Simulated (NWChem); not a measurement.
System: cyclopentadiene (C5H6); SMILES C1=CCC=C1

Output (shortened):

```
             Northwest Computational Chemistry Package (NWChem) 7.3.0
             --------------------------------------------------------

 C2V symmetry detected

                             Geometry "geometry" -> ""
                             -------------------------

 Output coordinates in angstroms (scale by  1.889725989 to convert to a.u.)

  No.       Tag          Charge          X              Y              Z
 ---- ---------------- ---------- -------------- -------------- --------------
    1 C                    6.0000     0.73179900     0.00000000    -0.99063472
    2 C                    6.0000     1.17547600     0.00000000     0.28497728
    3 C                    6.0000     0.00000000     0.00000000     1.20970728
    4 C                    6.0000    -1.17547600     0.00000000     0.28497728
    5 C                    6.0000    -0.73179900     0.00000000    -0.99063472
    6 H                    1.0000     1.35349200     0.00000000    -1.88802172
    7 H                    1.0000     2.21576900     0.00000000     0.61342528
    8 H                    1.0000     0.00000000     0.88087100     1.87941928
    9 H                    1.0000     0.00000000    -0.88087100     1.87941928
   10 H                    1.0000    -2.21576900     0.00000000     0.61342528
   11 H                    1.0000    -1.35349200     0.00000000    -1.88802172

 Effective nuclear repulsion energy (a.u.)     156.6664442716

      Symmetry information
      --------------------

 Group name             C2v
 Group number             16
 Group order               4
 No. of unique centers     6

                                 NWChem DFT Module
                                 -----------------

 Summary of "ao basis" -> "ao basis" (spherical)
 ------------------------------------------------------------------------------
       Tag                 Description            Shells   Functions and Types
 ---------------- ------------------------------  ------  ---------------------
 C                          def2-svp                 6       14   3s2p1d
 H                          def2-svp                 3        5   2s1p

      Symmetry analysis of basis
      --------------------------

        a1         39
        a2         12
        b1         32
        b2         17

            General Information
            -------------------
          SCF calculation type: DFT
          Wavefunction type:  closed shell.
          No. of atoms     :    11
          No. of electrons :    36
           Alpha electrons :    18
            Beta electrons :    18
          Charge           :     0
          Spin multiplicity:     1
          Use of symmetry is: on ; symmetry adaption is: on
          Maximum number of iterations: 150
          AO basis - number of functions:   100
                     number of shells:    48
          Convergence on energy requested:  1.00D-06
          Convergence on density requested:  1.00D-05
          Convergence on gradient requested:  5.00D-04

              XC Information
              --------------
                         B3LYP Method XC Potential
                     Hartree-Fock (Exact) Exchange  0.200
                        Slater Exchange Functional  0.800 local
                    Becke 1988 Exchange Functional  0.720 non-local
              Lee-Yang-Parr Correlation Functional  0.810
                  VWN I RPA Correlation Functional  0.190 local

             Grid Information
             ----------------
          Grid used for XC integration:  medium
          Radial quadrature: Mura-Knowles
          Angular quadrature: Lebedev.
          Tag              B.-S. Rad. Rad. Pts. Rad. Cut. Ang. Pts.
          ---              ---------- --------- --------- ---------
          C                   0.70       49          10.0       434
          H                   0.35       45          11.0       434
          Grid pruning is: on
          Number of quadrature shells:   282
          Spatial weights used:  Erf1

      Superposition of Atomic Density Guess
      -------------------------------------

 Sum of atomic energies:        -191.11972670

      Non-variational initial energy
      ------------------------------

 Total energy =    -194.760892
 1-e energy   =    -564.981331
 2-e energy   =     213.553995
 HOMO         =      -0.259865
 LUMO         =      -0.031138

      Symmetry analysis of molecular orbitals - initial
      -------------------------------------------------

  Numbering of irreducible representations:

     1 a1          2 a2          3 b1          4 b2

  Orbital symmetries:

     1 a1          2 a1          3 b1          4 a1          5 b1
     6 a1          7 b1          8 a1          9 a1         10 b1
    11 a1         12 b2         13 b1         14 a1         15 b1
    16 a1         17 b2         18 a2         19 b2         20 a2
    21 a1         22 a1         23 b1         24 a1         25 b1
    26 b2         27 b1         28 a1

     ---------------------------------------------
      Total Density - Mulliken Population Analysis
     ---------------------------------------------

    Atom       Charge   Shell Charges
 -----------   ------   -------------------------------------------------------
    1 C    6     6.12   1.99  0.98  0.30  1.98  0.84  0.04
    2 C    6     6.17   1.99  0.97  0.33  1.96  0.88  0.04
    3 C    6     6.09   1.99  0.97  0.10  2.01  0.98  0.03
    4 C    6     6.17   1.99  0.97  0.33  1.96  0.88  0.04
    5 C    6     6.12   1.99  0.98  0.30  1.98  0.84  0.04
    6 H    1     0.91   0.67  0.22  0.02
    7 H    1     0.90   0.67  0.21  0.02
    8 H    1     0.85   0.64  0.19  0.02
    9 H    1     0.85   0.64  0.19  0.02
   10 H    1     0.90   0.67  0.21  0.02
   11 H    1     0.91   0.67  0.22  0.02

   convergence    iter        energy       DeltaE   RMS-Dens  Diis-err
 ---------------- ----- ----------------- --------- --------- ---------
 d= 0,ls=0.0,diis     1   -193.9173635923 -3.51D+02  8.53D-03  3.52D-01
 d= 0,ls=0.0,diis     2   -193.9596331019 -4.23D-02  3.30D-03  2.83D-02
 d= 0,ls=0.0,diis     3   -193.9596021365  3.10D-05  1.64D-03  2.84D-02
 d= 0,ls=0.0,diis     4   -193.9631871514 -3.59D-03  4.14D-04  2.61D-03
 d= 0,ls=0.0,diis     5   -193.9635114279 -3.24D-04  9.43D-05  1.60D-04
  Resetting Diis
 d= 0,ls=0.0,diis     6   -193.9635329067 -2.15D-05  9.90D-06  1.31D-06
 d= 0,ls=0.0,diis     7   -193.9635330945 -1.88D-07  1.85D-06  1.22D-08

         Total DFT energy =     -193.963533094518
      One electron energy =     -569.826547013269
           Coulomb energy =      248.501798628903
    Exchange-Corr. energy =      -29.305228981715
 Nuclear repulsion energy =      156.666444271562

 Numeric. integr. density =       35.999987247918

                  Occupations of the irreducible representations
                  ----------------------------------------------

                     irrep           alpha         beta
                     --------     --------     --------
                     a1                9.0          9.0
                     a2                1.0          1.0
                     b1                6.0          6.0
                     b2                2.0          2.0

                       DFT Final Molecular Orbital Analysis
                       ------------------------------------

 Vector   16  Occ=2.000000D+00  E=-3.610970D-01  Symmetry=a1
              MO Center=  2.9D-12, -2.9D-16, -2.4D-01, r^2= 3.2D+00
   Bfn.  Coefficient  Atom+Function         Bfn.  Coefficient  Atom+Function
  ----- ------------  ---------------      ----- ------------  ---------------
    34      0.307091   3 C  pz               31     -0.283005   3 C  s
     4     -0.275736   1 C  px               60      0.275736   5 C  px
    71     -0.205873   6 H  s                96     -0.205873  11 H  s
    37      0.196549   3 C  pz               18      0.162197   2 C  px
    46     -0.162197   4 C  px               81      0.126276   8 H  s

 Vector   17  Occ=2.000000D+00  E=-3.016528D-01  Symmetry=b2
              MO Center= -2.7D-17,  1.3D-14, -2.7D-01, r^2= 2.7D+00
   Bfn.  Coefficient  Atom+Function         Bfn.  Coefficient  Atom+Function
  ----- ------------  ---------------      ----- ------------  ---------------
     5      0.325238   1 C  py               61      0.325238   5 C  py
     8      0.205317   1 C  py               64      0.205317   5 C  py
    33     -0.183187   3 C  py               81     -0.177863   8 H  s
    86      0.177863   9 H  s                19      0.171863   2 C  py
    47      0.171863   4 C  py               82     -0.114858   8 H  s

 Vector   18  Occ=2.000000D+00  E=-2.210123D-01  Symmetry=a2
              MO Center= -5.7D-16,  3.5D-16, -1.1D-01, r^2= 2.6D+00
   Bfn.  Coefficient  Atom+Function         Bfn.  Coefficient  Atom+Function
  ----- ------------  ---------------      ----- ------------  ---------------
    19      0.357072   2 C  py               47     -0.357072   4 C  py
    22      0.276143   2 C  py               50     -0.276143   4 C  py
     5      0.244859   1 C  py               61     -0.244859   5 C  py
     8      0.177947   1 C  py               64     -0.177947   5 C  py

 Vector   19  Occ=0.000000D+00  E=-2.114059D-02  Symmetry=b2
              MO Center=  5.5D-16,  8.6D-16,  6.7D-02, r^2= 3.3D+00
   Bfn.  Coefficient  Atom+Function         Bfn.  Coefficient  Atom+Function
  ----- ------------  ---------------      ----- ------------  ---------------
    22      0.440780   2 C  py               50      0.440780   4 C  py
    19      0.347071   2 C  py               47      0.347071   4 C  py
     8     -0.306210   1 C  py               64     -0.306210   5 C  py
    82     -0.279316   8 H  s                87      0.279316   9 H  s
     5     -0.239290   1 C  py               61     -0.239290   5 C  py

 Vector   20  Occ=0.000000D+00  E= 7.056224D-02  Symmetry=a1
              MO Center=  7.2D-16, -5.6D-16,  6.7D-01, r^2= 8.4D+00
   Bfn.  Coefficient  Atom+Function         Bfn.  Coefficient  Atom+Function
  ----- ------------  ---------------      ----- ------------  ---------------
    31      2.068908   3 C  s                82     -0.984999   8 H  s
    87     -0.984999   9 H  s                77     -0.813503   7 H  s
    92     -0.813503  10 H  s                72     -0.658743   6 H  s
    97     -0.658743  11 H  s                 3      0.520497   1 C  s
    59      0.520497   5 C  s                21      0.503863   2 C  px

 Vector   21  Occ=0.000000D+00  E= 7.590291D-02  Symmetry=a2
              MO Center=  4.5D-16, -6.4D-17, -5.7D-01, r^2= 2.9D+00
   Bfn.  Coefficient  Atom+Function         Bfn.  Coefficient  Atom+Function
  ----- ------------  ---------------      ----- ------------  ---------------
     8      0.684478   1 C  py               64     -0.684478   5 C  py
    22     -0.467641   2 C  py               50      0.467641   4 C  py
     5      0.387075   1 C  py               61     -0.387075   5 C  py
    19     -0.244683   2 C  py               47      0.244683   4 C  py
    38     -0.025993   3 C  d -2

     ---------------------------------------------
      Total Density - Mulliken Population Analysis
     ---------------------------------------------

    Atom       Charge   Shell Charges
 -----------   ------   -------------------------------------------------------
    1 C    6     5.99   1.99  0.92  0.28  2.09  0.69  0.04
    2 C    6     6.08   1.99  0.91  0.32  2.08  0.75  0.03
    3 C    6     5.89   1.98  0.93 -0.03  2.14  0.81  0.04
    4 C    6     6.08   1.99  0.91  0.32  2.08  0.75  0.03
    5 C    6     5.99   1.99  0.92  0.28  2.09  0.69  0.04
    6 H    1     1.02   0.76  0.24  0.02
    7 H    1     1.01   0.75  0.23  0.02
    8 H    1     0.96   0.73  0.20  0.02
    9 H    1     0.96   0.73  0.20  0.02
   10 H    1     1.01   0.75  0.23  0.02
   11 H    1     1.02   0.76  0.24  0.02

     -------------------------------------------
      Total Density - Lowdin Population Analysis
     -------------------------------------------

    Atom       Charge   Shell Charges
 -----------   ------   -------------------------------------------------------
    1 C    6     6.04   1.97  0.61  0.30  1.90  1.18  0.09
    2 C    6     6.04   1.97  0.61  0.30  1.90  1.17  0.09
    3 C    6     6.03   1.96  0.58  0.28  1.93  1.17  0.09
    4 C    6     6.04   1.97  0.61  0.30  1.90  1.17  0.09
    5 C    6     6.04   1.97  0.61  0.30  1.90  1.18  0.09
    6 H    1     0.98   0.63  0.28  0.07
    7 H    1     0.98   0.63  0.28  0.07
    8 H    1     0.95   0.62  0.26  0.07
    9 H    1     0.95   0.62  0.26  0.07
   10 H    1     0.98   0.63  0.28  0.07
   11 H    1     0.98   0.63  0.28  0.07

     Multipole analysis of the density
     ---------------------------------

     L   x y z        total         alpha         beta         nuclear
     -   - - -        -----         -----         ----         -------
     0   0 0 0      0.000000    -18.000000    -18.000000     36.000000

     1   1 0 0      0.000000      0.000000      0.000000     -0.000000
     1   0 1 0     -0.000000     -0.000000     -0.000000      0.000000
     1   0 0 1      0.203804      0.101902      0.101902     -0.000000

     2   2 0 0    -21.561879    -75.935774    -75.935774    130.309669
     2   1 1 0     -0.000000     -0.000000     -0.000000      0.000000
     2   1 0 1      0.000000      0.000000      0.000000      0.000000
     2   0 2 0    -24.187643    -14.864731    -14.864731      5.541818
     2   0 1 1     -0.000000     -0.000000     -0.000000      0.000000
     2   0 0 2    -20.347335    -75.305323    -75.305323    130.263311
```

Level: B3LYP/def2-SVP. Structure relaxed at the PBE0/def2-SVP level. B3LYP is NWChem's, with the RPA form of VWN correlation.

Question: Reconstruct the input file.

Answer: This is not unique; one that fits is the input that was run:
```
start job
memory heap 200 mb stack 900 mb global 1100 mb
geometry units angstroms noautoz
  C      0.731799     0.000000    -0.991285
  C      1.175476     0.000000     0.284327
  C      0.000000     0.000000     1.209057
  C     -1.175476     0.000000     0.284327
  C     -0.731799     0.000000    -0.991285
  H      1.353492     0.000000    -1.888672
  H      2.215769     0.000000     0.612775
  H      0.000000     0.880871     1.878769
  H      0.000000    -0.880871     1.878769
  H     -2.215769     0.000000     0.612775
  H     -1.353492     0.000000    -1.888672
end
basis spherical
  * library def2-svp
end
dft
  xc b3lyp
  iterations 150
  mulliken
end
task dft energy
```
